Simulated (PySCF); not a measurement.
CH2N, SMILES C=[N], doublet, B3LYP/def2-SVP optimised geometry.

```
4

C     -0.23     0.03     0.00
N     -0.88    -1.03     0.00
H     -0.72     1.03     0.00
H      0.88     0.03     0.00
```

Density from unrestricted B3LYP/def2-TZVP run with PySCF at that geometry.

Minimum of the electron density along straight lines between bonded atoms, close to the bond critical point (lines longer than 1.1 times the sum of covalent radii, or with two minima, are not listed):

| bond | length / Å | ρ at the minimum / e bohr⁻³ | ∇²ρ there / e bohr⁻⁵ | position (fraction from the first atom) |
|---|---|---|---|---|
| C1–N2 | 1.244 | 0.426 | -1.05 | 0.35 |
| C1–H3 | 1.110 | 0.267 | -0.91 | 0.65 |
| C1–H4 | 1.110 | 0.267 | -0.91 | 0.65 |
